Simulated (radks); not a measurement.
The praseodymium ion Pr2+, 57 electrons, occupied as [Xe] 4f1 5d2 (not the ground configuration).

Method: Dirac Kohn-Sham, PBEsol, spin-unpolarised, spherical densities, point nucleus; open shells fill j = l - 1/2 first; computed with a radial shooting solver on a logarithmic mesh with Libxc functionals.

Energy parts (eV):
| part | energy |
|---|---|
| total | -251386.09 |
| kinetic | 270408.67 |
| electron-nucleus | -612062.74 |
| Hartree | 96041.76 |
| exchange-correlation | -5773.78 |

Orbitals (lengths in bohr, moments of r in powers of bohr; <r^-3> diverges for s and p1/2):
| orbital | occ. | eigenvalue (eV) | <r^-3> |
|---|---|---|---|
| 1s1/2 | 2 | -41787.25 | - |
| 2s1/2 | 2 | -6743.123 | - |
| 2p1/2 | 2 | -6374.661 | - |
| 2p3/2 | 4 | -5892.849 | 7505 |
| 3s1/2 | 2 | -1478.254 | - |
| 3p1/2 | 2 | -1321.570 | - |
| 3p3/2 | 4 | -1226.178 | 1527 |
| 3d3/2 | 4 | -952.5629 | 251.5 |
| 3d5/2 | 6 | -932.0132 | 227.9 |
| 4s1/2 | 2 | -315.9769 | - |
| 4p1/2 | 2 | -257.1815 | - |
| 4p3/2 | 4 | -236.2937 | 335.6 |
| 4d3/2 | 4 | -139.5124 | 46.43 |
| 4d5/2 | 6 | -135.7944 | 41.67 |
| 5s1/2 | 2 | -58.5446 | - |
| 5p1/2 | 2 | -41.8859 | - |
| 5p3/2 | 4 | -38.6192 | 52.10 |
| 4f5/2 | 1 | -25.7058 | 5.475 |
| 4f7/2 | 0 | -25.2654 | 5.333 |
| 5d3/2 | 2 | -16.5591 | 4.151 |
| 5d5/2 | 0 | -16.2323 | 3.694 |

The highest occupied level is 5d3/2 at -16.559 eV. The configuration is held as typed, so some empty levels lie below it. Summed over all electrons, <r^2> = 48.51 bohr^2, which gives a Langevin (diamagnetic) susceptibility term of -38.4 x 10^-6 cm^3/mol.
